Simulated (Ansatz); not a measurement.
Ansatz (an electronic-structure program) input (MP2/def2-TZVP):

Ansatz 0.2 input:
```yaml
crystal:
  periodic: [false, false, false]
  atoms:
    - {symbol: Mo, position_ang: [0.03588077, 0.00549569, -0.01569460]}
    - {symbol: H, position_ang: [0.59486821, 1.34707647, -0.91156705]}
    - {symbol: H, position_ang: [-1.08243963, 0.38152883, 1.14278402]}
    - {symbol: H, position_ang: [0.70194908, -0.19917407, 1.51545109]}
    - {symbol: H, position_ang: [-1.57088985, -0.32611548, -0.22169543]}
    - {symbol: H, position_ang: [-0.15048024, -1.43413462, -0.86579930]}
basis:
  gaussian:
    orbitals: def2-TZVP
magnetization: {spin_polarized: true, initial_magnetization: 1}
correlation: {method: mp2, electrons: outside_noble_gas}
relax: {f_tol: 0.003, max_steps: 100}
```

Output:

```
Functional definition: HF
these checks for a lower state are left out or cut short: cluster_reference
integrals: 0.02 GiB planned
677 factors; integrals over basis functions are off by at most 2.1e-4 eV
mean field: 0.13 GiB planned
mean field evaluation 1: about -1911.3672 eV, gradient 1.1e1 eV
mean field evaluation 2: about -1911.3687 eV, gradient 1.1e1 eV
mean field evaluation 4: about -1912.3086 eV, gradient 2.6e0 eV
mean field evaluation 8: about -1912.3927 eV, gradient 3.0e-1 eV
mean field evaluation 16: about -1907.4757 eV, gradient 8.5e0 eV
mean field evaluation 32: about -1910.5890 eV, gradient 1.7e0 eV
mean field evaluation 64: about -1909.1124 eV, gradient 5.1e-3 eV
mean field -1912.40476813 eV, -70.2795789543 hartree, gradient 8.1e-6 eV, S^2 0.831990; 9 other end points of the search recorded, 0 dependent functions left out
4 core orbitals not correlated
reference -1912.40476813 eV, -70.2795789543 hartree; 6, 5 occupied and 60, 61 virtual orbitals, 677 factors
densities: 0.13 GiB planned
second order -6.49877821 eV of doubles, -0.00000000 eV of singles
the calculation of the forces begins
relax step   1: F+E_penalty+E_count = -1918.90354634 eV  Δ(F+E_penalty+E_count) = +0.000e0 eV  max|allowed force component| = 4.659e-1 eV/Å  Δτ_max = 0.0000 Å  (406 SCF iters, accepted)
these checks for a lower state are left out or cut short: starts, cluster_reference, orbital_swaps, neighbouring_geometries, increment
integrals: 0.02 GiB planned
677 factors; integrals over basis functions are off by at most 3.9e-4 eV
mean field: 0.13 GiB planned
mean field -1912.30021830 eV, -70.2757368188 hartree, gradient 2.7e-6 eV, S^2 0.795892; 0 other end points of the search recorded, 0 dependent functions left out
4 core orbitals not correlated
reference -1912.30021830 eV, -70.2757368188 hartree; 6, 5 occupied and 60, 61 virtual orbitals, 677 factors
densities: 0.13 GiB planned
second order -6.61095685 eV of doubles, -0.00000000 eV of singles
the calculation of the forces begins
relax step   2: F+E_penalty+E_count = -1918.91117515 eV  Δ(F+E_penalty+E_count) = -7.629e-3 eV  max|allowed force component| = 3.228e-1 eV/Å  Δτ_max = 0.1080 Å  (57 SCF iters, accepted)
these checks for a lower state are left out or cut short: starts, cluster_reference, orbital_swaps, neighbouring_geometries, increment
integrals: 0.02 GiB planned
677 factors; integrals over basis functions are off by at most 3.0e-4 eV
mean field: 0.13 GiB planned
mean field evaluation 96: about -1912.3650 eV, gradient 1.8e-4 eV
mean field -1912.36495442 eV, -70.2781158273 hartree, gradient 2.6e-6 eV, S^2 0.807662; 0 other end points of the search recorded, 0 dependent functions left out
4 core orbitals not correlated
reference -1912.36495442 eV, -70.2781158273 hartree; 6, 5 occupied and 60, 61 virtual orbitals, 677 factors
densities: 0.13 GiB planned
second order -6.57034438 eV of doubles, -0.00000000 eV of singles
the calculation of the forces begins
relax step   3: F+E_penalty+E_count = -1918.93529880 eV  Δ(F+E_penalty+E_count) = -2.412e-2 eV  max|allowed force component| = 9.858e-2 eV/Å  Δτ_max = 0.0507 Å  (49 SCF iters, accepted)
these checks for a lower state are left out or cut short: starts, cluster_reference, orbital_swaps, neighbouring_geometries, increment
integrals: 0.02 GiB planned
677 factors; integrals over basis functions are off by at most 3.0e-4 eV
mean field: 0.13 GiB planned
mean field -1912.36247644 eV, -70.2780247634 hartree, gradient 2.5e-6 eV, S^2 0.807324; 0 other end points of the search recorded, 0 dependent functions left out
4 core orbitals not correlated
reference -1912.36247644 eV, -70.2780247634 hartree; 6, 5 occupied and 60, 61 virtual orbitals, 677 factors
densities: 0.13 GiB planned
second order -6.57375654 eV of doubles, -0.00000000 eV of singles
the calculation of the forces begins
relax step   4: F+E_penalty+E_count = -1918.93623299 eV  Δ(F+E_penalty+E_count) = -9.342e-4 eV  max|allowed force component| = 9.643e-2 eV/Å  Δτ_max = 0.0182 Å  (50 SCF iters, accepted)
these checks for a lower state are left out or cut short: starts, cluster_reference, orbital_swaps, neighbouring_geometries, increment
integrals: 0.02 GiB planned
677 factors; integrals over basis functions are off by at most 2.9e-4 eV
mean field: 0.13 GiB planned
mean field -1912.36338340 eV, -70.2780580936 hartree, gradient 2.3e-6 eV, S^2 0.807819; 0 other end points of the search recorded, 0 dependent functions left out
4 core orbitals not correlated
reference -1912.36338340 eV, -70.2780580936 hartree; 6, 5 occupied and 60, 61 virtual orbitals, 677 factors
densities: 0.13 GiB planned
second order -6.57317743 eV of doubles, -0.00000000 eV of singles
the calculation of the forces begins
relax step   5: F+E_penalty+E_count = -1918.93656083 eV  Δ(F+E_penalty+E_count) = -3.278e-4 eV  max|allowed force component| = 1.651e-2 eV/Å  Δτ_max = 0.0039 Å  (48 SCF iters, accepted)
these checks for a lower state are left out or cut short: starts, cluster_reference, orbital_swaps, neighbouring_geometries, increment
integrals: 0.02 GiB planned
677 factors; integrals over basis functions are off by at most 3.0e-4 eV
mean field: 0.13 GiB planned
mean field evaluation 128: about -1912.3622 eV, gradient 1.8e-6 eV
mean field -1912.36216949 eV, -70.2780134832 hartree, gradient 1.8e-6 eV, S^2 0.807768; 0 other end points of the search recorded, 0 dependent functions left out
4 core orbitals not correlated
reference -1912.36216949 eV, -70.2780134832 hartree; 6, 5 occupied and 60, 61 virtual orbitals, 677 factors
densities: 0.13 GiB planned
second order -6.57441148 eV of doubles, -0.00000000 eV of singles
the calculation of the forces begins
relax step   6: F+E_penalty+E_count = -1918.93658098 eV  Δ(F+E_penalty+E_count) = -2.015e-5 eV  max|allowed force component| = 2.219e-3 eV/Å  Δτ_max = 0.0018 Å  (41 SCF iters, accepted)
these checks for a lower state are left out or cut short: cluster_reference
integrals: 0.02 GiB planned
677 factors; integrals over basis functions are off by at most 3.0e-4 eV
mean field: 0.13 GiB planned
mean field evaluation 160: about -1901.2191 eV, gradient 2.3e1 eV
mean field evaluation 192: about -1912.3473 eV, gradient 5.5e-1 eV
mean field evaluation 224: about -1912.3312 eV, gradient 5.9e-1 eV
mean field -1912.36216949 eV, -70.2780134832 hartree, gradient 1.8e-6 eV, S^2 0.807768; 9 other end points of the search recorded, 0 dependent functions left out
4 core orbitals not correlated
reference -1912.36216949 eV, -70.2780134832 hartree; 6, 5 occupied and 60, 61 virtual orbitals, 677 factors
densities: 0.13 GiB planned
second order -6.57441148 eV of doubles, -0.00000000 eV of singles
the calculation of the forces begins
Total energy: -1918.93658098 eV, -70.5196186490 hartree
Atom 0 at     0.074548    -0.016354    -0.018205 Å, force    -0.002153    -0.002219     0.001922 eV/Å
Atom 1 at     0.568206     1.346992    -0.901978 Å, force    -0.000070    -0.000622     0.000348 eV/Å
Atom 2 at    -1.055810     0.349709     1.095272 Å, force     0.000101    -0.000299    -0.001633 eV/Å
Atom 3 at     0.660711    -0.168855     1.535383 Å, force     0.000253     0.000622    -0.001619 eV/Å
Atom 4 at    -1.516340    -0.317487    -0.191215 Å, force     0.000999     0.001002     0.000875 eV/Å
Atom 5 at    -0.202426    -1.419327    -0.875777 Å, force     0.000871     0.001517     0.000107 eV/Å
Dipole moment:     0.263009    -0.025739    -0.080802 e Å
Checks for a lower state left out: cluster_reference
```

The spin state was set by rule; other spins were not relaxed.
